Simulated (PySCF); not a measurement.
4H-1,3,5-oxadiazine (C₃H₄N₂O), SMILES C1=NCN=CO1. Atoms are numbered in the order given.

```xyz
10

C      0.0000    -1.1524    -0.6303
N      0.0000    -1.2318     0.6215
C      0.0000     0.0000     1.3813
N      0.0000     1.2318     0.6215
C      0.0000     1.1524    -0.6303
O      0.0000     0.0000    -1.3701
H      0.0000    -2.0326    -1.2838
H      0.8780     0.0000     2.0514
H     -0.8780     0.0000     2.0514
H      0.0000     2.0326    -1.2838
```
Charge 0, spin multiplicity 1.

Coordinates come from a PBE0-D3(BJ)/def2-SVP optimisation. Other conformers were not sampled.

All values below come from PBE0-D3(BJ)/def2-SVP (PySCF).

No scaling factor is applied to the harmonic values.

```tsv
mode	ν (cm⁻¹)	IR (km/mol)	Raman (Å⁴/amu)	depolarisation	moving atoms (share of kinetic energy)
1	96	3.7	0.6	0.75	H 31 %, O 28 %, N 22 %, C 19 %
2	436	0.0	1.4	0.75	N 43 %, C 31 %, H 25 %
3	536	31.4	2.2	0.75	H 46 %, C 23 %, N 16 %, O 15 %
4	578	18.9	4.2	0.75	N 40 %, C 28 %, O 27 %
5	672	12.3	5.1	0.75	N 51 %, C 36 %, O 9 %
6	922	21.7	10.4	0.14	N 46 %, O 38 %, C 14 %
7	940	1.1	0.2	0.75	H 57 %, C 34 %
8	968	0.0	5.6	0.75	H 68 %, C 31 %
9	990	0.3	1.1	0.75	C 55 %, N 19 %, H 18 %, O 9 %
10	1012	7.8	0.8	0.74	C 55 %, H 18 %, N 16 %, O 10 %
11	1065	14.6	0.2	0.75	H 56 %, C 34 %, N 10 %
12	1090	13.4	2.9	0.12	C 77 %, N 11 %, H 9 %
13	1165	353.0	0.7	0.75	C 37 %, O 36 %, H 19 %, N 8 %
14	1283	0.0	7.0	0.75	H 95 %
15	1373	34.6	0.2	0.75	H 82 %, O 10 %
16	1395	42.6	3.8	0.75	H 65 %, C 27 %, N 8 %
17	1404	2.1	16.0	0.60	H 80 %, N 11 %
18	1463	0.1	27.9	0.46	H 93 %
19	1764	13.5	0.0	–	C 48 %, N 47 %
20	1863	268.2	14.1	0.11	C 53 %, N 43 %
21	3051	40.9	199.9	0.10	H 94 %
22	3086	14.0	126.4	0.75	H 90 %, C 10 %
23	3202	17.4	89.7	0.75	H 91 %, C 9 %
24	3207	7.0	181.3	0.11	H 91 %, C 9 %
```
